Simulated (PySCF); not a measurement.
C₄H₅NSi. Atoms are numbered in the order given.

```xyz
11

C      2.6204    -0.3206    -0.7779
C      1.5366    -0.2594    -0.2278
Si    -0.0995    -0.1565     0.5987
N     -0.8211    -1.7238     0.5535
C     -1.0545     1.1696    -0.2598
C     -1.7135     2.0300    -0.8159
H      3.5787    -0.3747    -1.2617
H      0.0439     0.2421     2.0216
H     -0.8743    -2.2171    -0.3334
H     -1.6502    -1.9004     1.1137
H     -2.2910     2.7911    -1.3084
```

The structure is a stationary point at B3LYP-D3(BJ)/def2-SVP. This is a generated structure with no PubChem entry under its InChIKey; it may be hypothetical. One conformer was computed; it need not be the lowest.

All values below come from B3LYP-D3(BJ)/def2-SVP in PySCF.

Frequencies are harmonic and unscaled.

| mode | ν (cm⁻¹) | IR (km/mol) | Raman (Å⁴/amu) | depolarisation | moving atoms (share of kinetic energy) |
|---|---|---|---|---|---|
| 1 | 93 | 0.2 | 14.1 | 0.75 | C 64 %, H 21 %, Si 10 % |
| 2 | 135 | 9.4 | 4.6 | 0.73 | H 45 %, C 27 %, N 16 %, Si 11 % |
| 3 | 150 | 2.6 | 8.3 | 0.75 | C 39 %, H 26 %, N 24 %, Si 11 % |
| 4 | 193 | 12.4 | 3.7 | 0.74 | H 63 %, C 27 %, N 9 % |
| 5 | 244 | 3.1 | 8.5 | 0.75 | C 78 %, H 22 % |
| 6 | 334 | 27.8 | 2.0 | 0.71 | C 64 %, H 29 % |
| 7 | 397 | 63.0 | 3.6 | 0.75 | C 60 %, H 23 %, Si 8 %, N 8 % |
| 8 | 407 | 32.7 | 5.5 | 0.75 | C 72 %, H 17 %, Si 10 % |
| 9 | 430 | 173.7 | 3.9 | 0.09 | H 48 %, N 35 %, C 14 % |
| 10 | 588 | 49.0 | 6.5 | 0.08 | C 55 %, Si 31 % |
| 11 | 656 | 112.5 | 2.4 | 0.56 | Si 44 %, C 43 %, H 12 % |
| 12 | 738 | 25.0 | 1.2 | 0.73 | H 75 %, C 25 % |
| 13 | 740 | 40.1 | 3.1 | 0.72 | H 79 %, C 18 % |
| 14 | 741 | 31.9 | 3.3 | 0.75 | H 82 %, C 13 % |
| 15 | 743 | 45.3 | 2.0 | 0.75 | H 76 %, C 23 % |
| 16 | 751 | 23.3 | 1.4 | 0.74 | H 75 %, C 25 % |
| 17 | 846 | 226.4 | 5.9 | 0.68 | H 83 %, Si 12 % |
| 18 | 870 | 96.2 | 8.9 | 0.26 | N 46 %, Si 35 %, H 18 % |
| 19 | 919 | 171.0 | 7.7 | 0.53 | H 75 %, Si 13 %, N 11 % |
| 20 | 1542 | 45.1 | 5.7 | 0.75 | H 90 %, N 10 % |
| 21 | 2145 | 43.2 | 165.6 | 0.24 | C 90 %, H 10 % |
| 22 | 2156 | 47.5 | 146.6 | 0.24 | C 90 %, H 10 % |
| 23 | 2255 | 104.6 | 156.7 | 0.18 | H 97 % |
| 24 | 3455 | 47.9 | 46.1 | 0.30 | H 86 %, C 14 % |
| 25 | 3457 | 44.7 | 50.0 | 0.24 | H 86 %, C 14 % |
| 26 | 3561 | 30.0 | 146.1 | 0.11 | H 96 % |
| 27 | 3654 | 29.0 | 89.4 | 0.73 | H 91 %, N 9 % |
